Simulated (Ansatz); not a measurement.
Geometry optimisation, RKS PBE/def2-SVP (Ansatz 0.2.0).

Input:

```yaml
crystal:
  periodic: [false, false, false]
  atoms:
    - { symbol: W, position_ang: [-0.222833, -0.440672, -0.229497] }
    - { symbol: Cl, position_ang: [0.01347, -0.490738, 2.164195] }
    - { symbol: H, position_ang: [0.917774, 0.802812, -0.069079] }
    - { symbol: H, position_ang: [-0.617564, 0.96495, 0.556974] }
    - { symbol: Cl, position_ang: [-2.486069, -0.33737, -0.571844] }
    - { symbol: O, position_ang: [0.534242, -2.137891, 0.128548] }
    - { symbol: H, position_ang: [0.720128, -2.381036, 1.06662] }
    - { symbol: Cl, position_ang: [0.451898, -0.16407, -2.400846] }
    - { symbol: Br, position_ang: [-1.600104, 2.737377, 1.330592] }
    - { symbol: H, position_ang: [-1.195342, 1.757736, 2.402837] }
basis:
  gaussian: { orbitals: def2-SVP }
hamiltonian:
  xc: pbe
relax:
  f_tol: 0.03
  max_steps: 50
```

Command:

```bash
$ ansatz run input.yaml --threads 4 --pin off --max-ram 5120MiB --backend cpu --events-out ev --progress --plain --runs-dir out
```

Question: Where does it end, and by what steps?

Answer: The forces met the threshold. After 11 steps the energy has fallen by 0.298 eV; Br9 moved furthest, 0.94 Å.

```
step  energy less start (eV)  largest force component (eV/Å)  accepted
   0                  0.0000                           1.214       yes
   1                 -0.1746                           0.526       yes
   2                 -0.2323                           0.281       yes
   3                 -0.2541                           0.344       yes
   4                 -0.2568                           0.584       yes
   5                 -0.2839                           0.248       yes
   6                 -0.2746                           0.203        no
   7                 -0.2897                           0.191       yes
   8                 -0.2960                           0.073       yes
   9                 -0.2974                           0.051       yes
  10                 -0.2976                           0.057       yes
  11                 -0.2981                           0.022       yes
```

```xyz
10
Properties=species:S:1:pos:R:3
W -0.210 -0.527 -0.361
Cl -0.087 -0.308 2.077
H 0.877 0.765 -0.253
H -0.761 0.936 0.252
Cl -2.435 -0.555 -0.884
O 0.553 -2.148 0.227
H 0.695 -2.299 1.192
Cl 0.631 -0.435 -2.480
Br -1.695 3.083 2.205
H -1.052 1.798 2.403
```

Whether the end is a true minimum wasn't checked by a vibrational analysis.

The run took 39 s on 4 threads of Arm Neoverse V1, on a shared host, peak memory 0.26 GiB.
